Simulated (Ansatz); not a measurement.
Cartesian coordinates in Å:
```
O 0.464 2.286 1.578
C 0.657 1.342 0.963
B 0.890 0.156 0.129
C -0.065 -1.145 0.304
Si -0.847 0.016 -0.890
H 1.914 0.182 -0.486
H 0.385 -2.058 -0.071
H -0.570 -1.291 1.254
H -2.052 0.744 -0.437
H -0.777 -0.232 -2.345
```

Charge 0, multiplicity 1. The bonds changed during the relaxation, so this is another structure than the one it started from.

(1) List the r2SCAN/def2-TZVPP orbital energies in eV (Ansatz). (An estimate is asked.)

Answers

(1) The calculation gave: Occupied: -1791.12, -518.17, -276.52, -272.99, -179.77, -141.61, -96.49, -96.44, -96.44, -30.28, -18.96, -16.18, -13.61, -13.03, -12.20, -11.90, -11.28, -10.38, -9.16, -8.96, -7.31, -5.81. Lowest empty: -2.19, -1.62, 0.16, 0.60, 1.06, 1.63, 2.06, 2.60.
